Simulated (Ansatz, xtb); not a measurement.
**C7H3NS: which of two isomers lies lower**

Structure X is `C#Cc1sccc1C#N`, a singlet and structure Y is `C#Cc1ccsc1C#N`, a singlet. Both are isolated molecules in the gas phase, relaxed with PBE-D3(BJ)/def2-SVP.

Quicker runs give these differences E(Y) − E(X): GFN2-xTB +0.022 eV; HF/STO-3G +0.051 eV (at GFN2-xTB geometries); r2SCAN-D4/def2-SVP +0.037 eV (at GFN2-xTB geometries).

Problem. Estimate E(Y) − E(X) at the level CCSD(T)/def2-SVP + ΔMP2/def2-TZVPP.

Solution. Too close to call at this level: CCSD(T)/def2-SVP + ΔMP2/def2-TZVPP gives E(Y) − E(X) = +0.038 eV.

The same difference at several levels:

| level | geometry | E(Y) − E(X) (eV) | departure from the last row (eV) | job, with rough time for the two |
| --- | --- | --- | --- | --- |
| GFN2-xTB | GFN2-xTB | +0.022 | −0.016 | optimisation, 0.21 s |
| HF/STO-3G | GFN2-xTB | +0.051 | +0.013 | single point, 0.46 s |
| r2SCAN-D4/def2-SVP | GFN2-xTB | +0.037 | −0.001 | single point, 4.1 s |
| PBE-D3(BJ)/def2-SVP | PBE-D3(BJ)/def2-SVP | +0.037 | −0.001 | optimisation, 19 s |
| HF/def2-SVP | PBE-D3(BJ)/def2-SVP | +0.041 | +0.003 | part of the CCSD(T) run |
| MP2/def2-SVP | PBE-D3(BJ)/def2-SVP | +0.041 | +0.003 | part of the CCSD(T) run |
| CCSD(T)/def2-SVP | PBE-D3(BJ)/def2-SVP | +0.035 | −0.003 | single point |
| CCSD(T)/def2-SVP + ΔMP2/def2-TZVPP | PBE-D3(BJ)/def2-SVP | +0.038 |  | single point, 88 s |

As drawn, both hold the same kinds of bond in the same numbers.

The largest departure from CCSD(T)/def2-SVP + ΔMP2/def2-TZVPP is that of GFN2-xTB, 0.016 eV. The last row adds to CCSD(T) the change of the MP2 difference between the two basis sets, here +0.003 eV.

With thermal terms from frequencies at re-optimised GFN2-xTB minima (ideal gas, soft modes damped towards free rotors, one conformer each, 298.15 K, 1 atm): on the last row, ΔE + ΔZPE = +0.039, ΔH = +0.039, ΔG = +0.038 eV.

The correlated steps freeze 13 core orbitals. Programs: Ansatz 0.2.0, xtb 6.7.1; the last row on 4 threads of Arm Neoverse V1 on a shared host.
